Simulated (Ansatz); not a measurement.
One step, two centres

Four-centre ligand exchange, with the central atom changed down its group and all else kept; in the first member these bonds form or tighten: Cl–Ti, F–H; these break or loosen: Cl–H, F–Ti.

Gas-phase electronic energies, without zero-point energy, by CCSD(T) at an estimated basis limit (MP2 extrapolated from triple and quadruple zeta, plus CCSD(T) − MP2 in triple zeta); Ansatz 0.2.0, def2-TZVPP and QZVPP, frozen cores, core potentials past krypton, on PBE0-D4/def2-TZVP structures. Extrapolation: Hartree–Fock as exp(−7.88 √X), correlation as X^−2.97. All energies, in kcal/mol, count from the separated reactants, without counterpoise correction; the start and end structures are the complexes reached by relaxing down from the saddle, and deeper ones may exist. Brackets give SMILES, or, where every atom is bracketed, only which atoms are joined. Steps whose reference was doubtful or whose search ended elsewhere are left out.

| reactants | products | start structure | saddle | end structure | saddle by PBE-D4/TZ |
| --- | --- | --- | --- | --- | --- |
| TiF₄ ([F][Ti]([F])([F])[F]) + HCl | TiClF₃ ([F][Ti]([F])([F])[Cl]) + HF | -3.23 | ? | -1.07 | 7.81 |
| HfF₄ ([F][Hf]([F])([F])[F]) + HCl | HfClF₃ ([F][Hf]([F])([F])[Cl]) + HF, still joined by a dative F–Hf bond | -6.52 | 4.19 | -6.19 | 0.45 |

Q: What is the height of the saddle for TiF₄ ([F][Ti]([F])([F])[F]) + HCl? (To be estimated.)

A: The calculation gives: 11.53 kcal/mol relative to the separated reactants, the higher of the two; above its start structure the barrier is 11.53 − (-3.23) ≈ 14.76 kcal/mol.

Q: How do the PBE-D4 saddles lie against the coupled-cluster estimate?

A: Both lower, by 3.72 to 3.74 kcal/mol.

The T1 diagnostic stays at or below 0.024. The outer cores of Hf, Ti are correlated in sets not built for that, so values that involve them are less sure.

For scale, one of the runs: CCSD(T)/def2-TZVPP, 244 basis functions, launched by `ansatz run in.yaml --threads 8 --pin off --events-out ev --progress --plain --max-ram 19148MiB`. The run took 3.5 min on 8 CPU threads of an Arm Neoverse V2 (shared host), with 5.8 GiB of host memory at its peak.
